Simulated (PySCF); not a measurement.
## UHF on O⁺ (oxygen, charge +1)

Configuration: [He] 2s2 2p3, high-spin 4S determinant. Computed with PySCF 2.14 in x2c-QZVPPall with one added diffuse shell each of s, p, d, f type (8s5p4d3f1g, 73 functions), with the spin-free X2C one-electron Hamiltonian (Gaussian nucleus).

```json
{"Total energy": "-74.429557 hartree", "One-electron energy": "-98.5438 hartree", "Hartree (Coulomb) energy": "32.0387 hartree", "Exchange energy": "-7.9244 hartree", "⟨S²⟩": "3.7555", "⟨L²⟩": "0.000", "Sum of ⟨r⟩": "5.806 bohr", "Sum of ⟨r²⟩": "7.328 bohr²", "Langevin diamagnetic susceptibility": "-5.80 ×10⁻⁶ cm³/mol"}
```

```json
{"shell": "1s α", "electrons": "1", "mean orbital energy (eV)": "-583.01", "rms radius, mean of both spins (bohr)": "0.230"}
{"shell": "1s β", "electrons": "1", "mean orbital energy (eV)": "-579.39", "rms radius, mean of both spins (bohr)": "0.230"}
{"shell": "2s α", "electrons": "1", "mean orbital energy (eV)": "-56.427", "rms radius, mean of both spins (bohr)": "1.20"}
{"shell": "2s β", "electrons": "1", "mean orbital energy (eV)": "-41.710", "rms radius, mean of both spins (bohr)": "1.20"}
{"shell": "2p α", "electrons": "3", "mean orbital energy (eV)": "-36.205", "rms radius, mean of both spins (bohr)": "1.20"}
```

Spin-orbit constants ζ (cm⁻¹) from the X2C one-electron operator on these orbitals: bare nucleus, nucleus screened by l(l+1)(2l+1)/3 electrons, and screened by the Breit-Pauli mean field of the electrons.

```json
{"shell": "2p", "bare": "286.6", "screened nucleus": "214.9", "mean field": "186.2"}
```
